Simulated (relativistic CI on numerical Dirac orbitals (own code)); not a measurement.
Method of calculation: Dirac-Coulomb-Breit CI, separate exchange-only KLI orbitals for each configuration, QED by a radiative potential, unscaled Slater integrals (own radial code, finite nucleus).

The strongest absorption lines from the ground level of an ion, among the configurations computed and to levels below about 520 eV (vacuum wavelength in nm, gf): 2.3891 (0.05), 2.3895 (0.025), 2.6570 (0.12), 2.6579 (0.059), 3.5100 (0.45), 3.5140 (0.23), 45.368 (0.14), 47.788 (0.064).

Task: Which ion is it?
A. P XIII
B. P XV
C. Na IX
D. K XVII

Result: A. P XIII has 3 electrons and the ground level 2s 2S_1/2; the strongest line goes to 3p 2P°_3/2. The pattern of lines fixes the number of electrons, and along that sequence the line energies rise steadily with the charge (about as its square where n changes within one kind of shell, about linearly where n is kept but much faster in heavy ions where fine structure, which grows about as Z⁴, sets the gap, and irregularly where shells cross), which fixes Z. Configurations outside the model, such as inner-shell arrays, can give stronger lines. At this charge energies of transitions that change n are usually good to better than 1 %, and those within a shell (Δn = 0) to a few per cent.
